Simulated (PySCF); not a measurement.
**Gallium: a sound run and one with changed settings**

Sound run: Ga [Ar] 3d10 4s2 4p1, Ga⁺ [Ar] 3d10 4s2. Calculation: PySCF 2.14, in def2-SVP (5s4p3d, 32 functions); no relativity, point nucleus. In the sound run the correlated levels freeze [Ar] 3d10. The sound run starts from symmetry-adapted Hartree-Fock orbitals and uses a fine grid where one is needed.

Changed run: basis STO-3G. This setting is unsound on purpose.

```json
{"species": "Ga", "method": "UHF", "sound run (hartree)": "-1922.97414", "changed run (hartree)": "-1900.72850", "converged": "yes"}
{"species": "Ga", "method": "PBE", "sound run (hartree)": "-1924.26790", "changed run (hartree)": "-1901.52902", "converged": "yes"}
{"species": "Ga", "method": "MN15", "sound run (hartree)": "-1924.83754", "changed run (hartree)": "-1899.74087", "converged": "yes"}
{"species": "Ga", "method": "MP2", "sound run (hartree)": "-1923.00351", "changed run (hartree)": "-1900.74261", "converged": "yes"}
{"species": "Ga", "method": "CCSD(T)", "sound run (hartree)": "-1923.01807", "changed run (hartree)": "-1900.75372", "converged": "yes"}
{"species": "Ga⁺", "method": "UHF", "sound run (hartree)": "-1922.77019", "changed run (hartree)": "-1900.61973", "converged": "yes"}
{"species": "Ga⁺", "method": "PBE", "sound run (hartree)": "-1924.04716", "changed run (hartree)": "-1901.39497", "converged": "yes"}
{"species": "Ga⁺", "method": "MN15", "sound run (hartree)": "-1924.61562", "changed run (hartree)": "-1899.63432", "converged": "yes"}
{"species": "Ga⁺", "method": "MP2", "sound run (hartree)": "-1922.79468", "changed run (hartree)": "-1900.64155", "converged": "yes"}
{"species": "Ga⁺", "method": "CCSD(T)", "sound run (hartree)": "-1922.80665", "changed run (hartree)": "-1900.65720", "converged": "yes"}
```

Ionisation energy of Ga:

```csv
method,sound run (eV),changed run (eV)
UHF,5.550,2.960
PBE,6.007,3.648
MN15,6.039,2.899
MP2,5.683,2.750
SCS-MP2,5.662,2.708
CCSD,5.738,2.626
CCSD(T),5.753,2.626
```

A minimal basis cannot let orbitals breathe on ionisation and holds almost no correlation.

For comparison, NIST gives 5.999 eV between the lowest levels.
